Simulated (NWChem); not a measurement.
# Basis-set dependence for CF2I

```
C
F 1 1.3079
F 1 1.3079 2 110.28
I 1 2.1357 2 114.51 3 -130.89
```
Charge 0, spin multiplicity 2.

Everything below was run with NWChem. All single points use one geometry, from UPBE0/def2-SVP with def2 effective core potentials on I, a minimum by its harmonic frequencies.

Hartree-Fock energies in Ha, correlation energies in mHa.

Effective core potentials replace the inner electrons of I; spin-orbit coupling is left out. The correlated methods keep 7 core orbitals frozen. The structure started from a generated list of species. The unpaired electrons of the parent sit in orbitals of symmetry a' (Cs labels of the run); other states weren't searched. The stability of the SCF solutions was not checked. Open-shell Hartree-Fock references start from PBE0 orbitals.

| basis | functions | UHF | UMP2 | SCS-UMP2 |
|---|---|---|---|---|
| def2-SVP | 68 | -533.13352 | -593.6 | -565.5 |
| def2-TZVP | 143 | -533.44520 | -1122.2 | -1042.3 |

From def2-SVP to def2-TZVP the Hartree-Fock energy moves by -311.7 mHa and the UMP2 correlation energy by -528.6 mHa, which is 47 % of its value in the larger set.
